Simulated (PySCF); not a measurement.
Computed with PySCF with PBE-D3(BJ)/def2-TZVP // CAM-B3LYP-D3(BJ)/def2-TZVP. Isolated molecules, 0 K electronic values unless said otherwise. One relaxed conformer stands for a flexible species; it need not be the lowest. 

Reference species (SMILES): `[F][Sn]([F])([F])[F]` (neutral, multiplicity 1).

```json
{
 "LUMO": "-4.61 eV",
 "HOMO–LUMO gap": "5.65 eV",
 "S1 oscillator strength": "0.000"
}
```

Changed species: `[NH2][Sn]([NH2])([NH2])[NH2]` (4 of 4 F replaced by NH2; the reference has 0 of 4 F replaced by NH2).

### Question
What does the change do to the LUMO, HOMO–LUMO gap and S1 oscillator strength?

### Answer
the LUMO increases by 3.48 eV, to -1.13 eV; the HOMO–LUMO gap drops by 1.17 eV, to 4.48 eV; the S1 oscillator strength stays essentially unchanged.
